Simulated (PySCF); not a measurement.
Species: C₁₂H₁₄.
Atom-mapped SMILES: `[CH:1]1=[CH:2][C@@H:3]2[C@@H:4]3[C:5]([CH:6]4[CH2:7][CH2:8][CH2:9]4)=[CH:10][C@H:11]1[C@H:12]23` (hydrogens: H13 on C1; H14 on C2; H15 on C3; H16 on C4; H17 on C6; H18, H19 on C7; H20, H21 on C8; H22, H23 on C9; H24 on C10; H25 on C11; H26 on C12)

Method: PySCF 2.14.0, PBE0-D3(BJ)/def2-SVP geometry optimisation, gas phase; density fitting, grid level 1; the optimiser is geomeTRIC in internal coordinates, started from a GFN2-xTB structure with every atom displaced at random (about 0.01 Å).

Step 0: E = -12646.1184 eV
```
atom  x, y, z in Å  |  force x, y, z in eV/Å
C1     -3.1376    0.9276   -0.8128   -2.065   1.255  -1.616
C2     -2.7106    1.5873    0.2598   -0.144   0.417   0.736
C3     -1.9912    0.6741    1.1257    0.605  -0.255   0.611
C4     -0.7261   -0.1114    0.5606   -1.934  -0.065  -0.694
C5     -0.3690    0.0747   -0.8503    1.379  -0.025   0.713
C6      0.9905    0.5270   -1.2454    0.057  -0.064   0.327
C7      2.1863   -0.3360   -0.7297   -0.408   0.658   0.056
C8      2.8051    0.9103   -0.0657   -1.947  -0.524   0.288
C9      1.5588    1.7381   -0.4473    1.266  -0.198  -2.146
C10    -1.4055   -0.1907   -1.6336   -0.737  -0.613  -1.213
C11    -2.6630   -0.4727   -0.8382    1.051  -0.188  -0.039
C12    -2.1306   -0.7048    0.5793    0.732   0.906  -0.312
H13    -3.7191    1.3956   -1.6567    0.654  -0.472   0.705
H14    -2.8553    2.6371    0.4984    0.029   0.198  -0.170
H15    -1.9362    0.8590    2.1978    0.004   0.000   0.159
H16    -0.0110   -0.3673    1.3008    0.867  -0.294   0.816
H17     1.0234    0.6739   -2.3268    0.050   0.065  -0.268
H18     1.8680   -1.1091   -0.0296   -0.003  -0.255   0.186
H19     2.7785   -0.7904   -1.5137    0.317  -0.330  -0.400
H20     3.6901    1.2464   -0.5210    1.632   0.568  -0.691
H21     2.9344    0.8187    1.0014    0.358  -0.051   0.708
H22     0.9429    2.0134    0.3618   -0.951   0.598   1.312
H23     1.7801    2.6183   -1.1004   -0.244  -0.306   0.520
H24    -1.4239   -0.0846   -2.7210    0.041   0.094  -0.007
H25    -3.3153   -1.2271   -1.2529   -0.489  -0.400  -0.208
H26    -2.4354   -1.5544    1.1496   -0.119  -0.722   0.627
```

Step 1: E = -12646.4196 eV
```
atom  x, y, z in Å  |  force x, y, z in eV/Å
C1     -3.2157    0.9822   -0.8061    0.650  -0.233  -0.049
C2     -2.7463    1.6020    0.2921   -0.174   0.079   0.057
C3     -2.0073    0.6663    1.1522    0.035   0.099  -0.079
C4     -0.7804   -0.1472    0.5647    0.150  -0.058   0.268
C5     -0.3568    0.0157   -0.8425   -0.087   0.013  -0.026
C6      0.9998    0.4862   -1.2296    0.027   0.009  -0.085
C7      2.2203   -0.3279   -0.7160    0.002  -0.144  -0.083
C8      2.8258    0.9474   -0.1058    0.469   0.163  -0.137
C9      1.5486    1.7230   -0.4677   -0.368   0.115   0.476
C10    -1.3980   -0.2457   -1.6600   -0.016   0.135   0.027
C11    -2.6737   -0.4444   -0.8671   -0.261  -0.106  -0.027
C12    -2.1693   -0.6970    0.5682    0.022  -0.228   0.121
H13    -3.6177    1.4702   -1.6908   -0.322   0.122  -0.036
H14    -2.8526    2.6673    0.5042    0.056   0.038  -0.007
H15    -1.9556    0.8246    2.2316   -0.003  -0.014   0.029
H16    -0.0387   -0.4304    1.3288   -0.231   0.021  -0.173
H17     1.0361    0.6257   -2.3220    0.008  -0.018   0.049
H18     1.9475   -1.0943    0.0258    0.004   0.022  -0.008
H19     2.8099   -0.8217   -1.5058   -0.033   0.027   0.076
H20     3.7384    1.3134   -0.6260   -0.325  -0.150   0.157
H21     3.0591    0.8894    0.9680    0.014   0.029  -0.011
H22     0.9246    1.9866    0.4162    0.228  -0.112  -0.336
H23     1.6724    2.6356   -1.0632    0.036   0.061  -0.089
H24    -1.3907   -0.1134   -2.7439    0.021  -0.001  -0.047
H25    -3.3746   -1.1917   -1.2738    0.052   0.018   0.042
H26    -2.4774   -1.5691    1.1588    0.048   0.113  -0.109
```

**Question.** Estimate the geometry and energy of step 2. (The exact step hangs on the optimiser's Hessian estimate; all steps are aligned on step 1, rigid shifts and turns removed.)

**Answer.** E = -12646.4456 eV, largest force 0.338 eV/Å
```
atom  x, y, z in Å  |  force x, y, z in eV/Å
C1     -3.1983    0.9827   -0.8017    0.052   0.116  -0.314
C2     -2.7493    1.6094    0.3008   -0.013  -0.252  -0.020
C3     -2.0124    0.6585    1.1481    0.091   0.029   0.144
C4     -0.7850   -0.1571    0.5675    0.042   0.053  -0.021
C5     -0.3584    0.0185   -0.8389    0.005  -0.019  -0.016
C6      1.0031    0.4824   -1.2234    0.011  -0.005   0.022
C7      2.2208   -0.3304   -0.6970   -0.016  -0.004  -0.030
C8      2.8377    0.9559   -0.1130    0.084   0.026  -0.017
C9      1.5552    1.7288   -0.4765   -0.087   0.065   0.078
C10    -1.3971   -0.2325   -1.6639    0.038   0.071   0.011
C11    -2.6744   -0.4456   -0.8760   -0.105   0.048   0.077
C12    -2.1709   -0.7068    0.5578   -0.046   0.017   0.079
H13    -3.6589    1.4747   -1.6637   -0.095  -0.023   0.073
H14    -2.8580    2.6739    0.5198    0.035  -0.029  -0.021
H15    -1.9667    0.8062    2.2300    0.008  -0.022   0.018
H16    -0.0579   -0.4528    1.3300   -0.028  -0.011  -0.023
H17     1.0423    0.6085   -2.3159    0.024  -0.009   0.002
H18     1.9471   -1.0819    0.0587   -0.008   0.020   0.013
H19     2.8066   -0.8396   -1.4764    0.002  -0.013   0.011
H20     3.7382    1.3032   -0.6456   -0.078  -0.027   0.001
H21     3.0814    0.9203    0.9592    0.009   0.005   0.000
H22     0.9403    2.0046    0.3962    0.046  -0.045  -0.052
H23     1.6809    2.6321   -1.0918    0.011  -0.016  -0.011
H24    -1.3830   -0.0906   -2.7478    0.008  -0.005   0.008
H25    -3.3756   -1.1892   -1.2839    0.012   0.026  -0.009
H26    -2.4796   -1.5803    1.1378   -0.002   0.006  -0.006
```

The energy changes by -0.0260 eV. The first-order estimate −F·Δx gives -0.0469 eV and the mean of the old and new forces, exact on a quadratic surface, -0.0258 eV. The step makes an angle of 74° with the force vector and moves no atom by more than 0.050 Å.

The cost below is that of the whole optimisation. On 2 threads, Intel Xeon Platinum 8488C (x86_64), on a shared host, this took 6.3 min wall, 15 min CPU and 1.7 GiB of memory at its peak.
